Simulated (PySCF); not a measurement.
# Polarisability and C₆ of Hg(2+) (mercury, charge +2)

[Xe] 4f14 5d10, closed-shell 1S. Calculation: PySCF 2.14, in x2c-TZVPPall with one added diffuse shell each of s, p, d, f type (12s8p8d4f1g, 113 functions); scalar relativity by spin-free X2C-1e. Coupled (time-dependent) response in atomic units; α is the mean over directions.

| method | mean α (bohr³) | C₆ (like pair) | S(−4) |
| --- | --- | --- | --- |
| UHF | 7.352 | 47.27 | 9.269 |
| PBE | 8.231 | 53.79 | 13.04 |

S(−4) is the Cauchy moment in α(ω) = α(0) + S(−4) ω² + …

α(iu) at PBE:

```csv
u (hartree),α(iu) (bohr³)
0,8.231
0.0500,8.198
0.100,8.104
0.200,7.761
0.300,7.286
0.500,6.243
0.750,5.098
1.00,4.203
1.50,2.970
2.00,2.194
3.00,1.321
5.00,0.6191
```

A single London oscillator, α(iu) = α/(1 + u²/ω²), gives C₆ = (3/4) ω α². Matching the computed C₆ needs ω = 4 × 53.79 / (3 × 8.231²) = 1.06 hartree.

For an ion, C₆ is the dispersion term alone; charge-induced terms of lower order in 1/R come first.

Spin-orbit coupling, which splits the p, d and f shells strongly at this Z, is absent.
